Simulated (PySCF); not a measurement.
# Xe (xenon, neutral) across methods

[Kr] 4d10 5s1 5p6 5d1, high-spin 3D determinant (an excited configuration). Computed with PySCF 2.14 in aug-cc-pVDZ-PP with ECP28MDF (5s4p3d, 32 functions), with scalar relativity through the core potential.

```
method  E (hartree)  mean ε 5p α (eV)  mean ε 5p β (eV)  mean ε 5d α (eV)  Σ⟨r²⟩ (bohr²)   ⟨S²⟩
   LDA    -328.0234           -10.611            -9.698             2.479          63.19  2.000
 HSE06    -328.4663           -11.585           -10.021             1.940          63.31  2.001
   UHF   -327.31618           -15.728           -11.956            -0.134          64.20  2.010
r2SCAN    -328.5798           -11.029            -9.730             2.262          63.16  2.001
   PBE    -328.4621           -10.499            -9.484             2.335          63.23  2.000
  PBE0    -328.4679           -12.031           -10.424             1.543          63.25  2.001
  BLYP    -328.4200           -10.226            -9.329             2.638          63.37  2.001
M06-2X    -328.3625           -13.455           -11.359             1.078          63.73  2.011
```

Question: Estimate the same row for r2SCANh.

Answer: E (hartree) = -328.5631; mean ε 5p α (eV) = -11.571; mean ε 5p β (eV) = -10.071; mean ε 5d α (eV) = 1.963; Σ⟨r²⟩ (bohr²) = 63.20; ⟨S²⟩ = 2.002.

Energies and moments cover only the electrons outside the core potential. The outer electron is Rydberg-like, and this basis confines it to a smaller radius and binds it less than a complete one would.

The highest occupied level is positive at LDA, HSE06, r2SCAN, PBE, r2SCANh, PBE0, BLYP, M06-2X: only the finite basis holds that electron, which in a density functional comes from self-interaction.
